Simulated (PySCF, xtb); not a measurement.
TaF4Br, SMILES [F][Ta]([F])([F])([F])[Br], multiplicity 1.

Harmonic wavenumbers (cm⁻¹) from GFN2-xTB (xtb) at its own minimum, in rising order: 44, 119, 143, 171, 193, 214, 269, 276, 419, 475, 487, 511.

What does PBE0-D3(BJ)/def2-SVP run with PySCF give at its own minimum? (Estimate from the structure and the level; the computed values follow.)

10, 120, 130, 197, 225, 255, 310, 330, 661, 700, 709, 734. Paired by order, the mean absolute difference is 96 cm⁻¹ and the zero-point energies are 4.7 and 6.3 kcal/mol.
